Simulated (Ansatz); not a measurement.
`CO[SiH](O)[SiH3]`, relaxed with RKS PBE-D4/def2-SVP in the Gaussian-basis code of Ansatz from a rough embedded geometry. The force threshold is 0.03 eV/Å; the program also tests the step.

The species carries charge 0 and has multiplicity 1.

Start:

```xyz
13

C    -0.051    0.339   -2.229
O     0.410    0.538   -0.955
Si   -0.374   -0.264    0.234
O    -1.856    0.453    0.581
Si    0.929   -0.402    2.171
H     0.595    0.957   -2.956
H     0.074   -0.717   -2.594
H    -1.097    0.636   -2.417
H    -0.668   -1.687   -0.222
H    -1.725    1.460    0.606
H     1.252    0.953    2.691
H     2.242   -1.115    1.893
H     0.267   -1.151    3.197
```

```tsv
step	energy (eV)	largest force (eV/Å)	largest move (Å)
1	-20995.0074	2.297	0.000
2	-20995.2413	0.940	0.135
3	-20995.3096	0.335	0.096
4	-20995.3138	0.524	0.137
5	-20995.3337	0.084	0.040
6	-20995.3394	0.116	0.157
7	-20995.3416	0.061	0.073
8	-20995.3425	0.011	0.036
9	-20995.3427	0.033	0.035
10	-20995.3427	0.034	0.018
11	-20995.3429	0.002	0.009
```

End:

```xyz
13

C     0.049    0.380   -2.311
O     0.443    0.338   -0.949
Si   -0.460   -0.414    0.253
O    -1.933    0.348    0.551
Si    0.962   -0.341    2.123
H     0.883    0.801   -2.909
H    -0.186   -0.634   -2.711
H    -0.847    1.023   -2.463
H    -0.870   -1.791   -0.192
H    -1.857    1.228    0.961
H     1.211    1.095    2.506
H     2.286   -1.001    1.843
H     0.320   -1.030    3.299
```

Hardware: 4 threads of a server CPU on a shared host. Wall time 18 s, peak host memory 0.16 GiB.
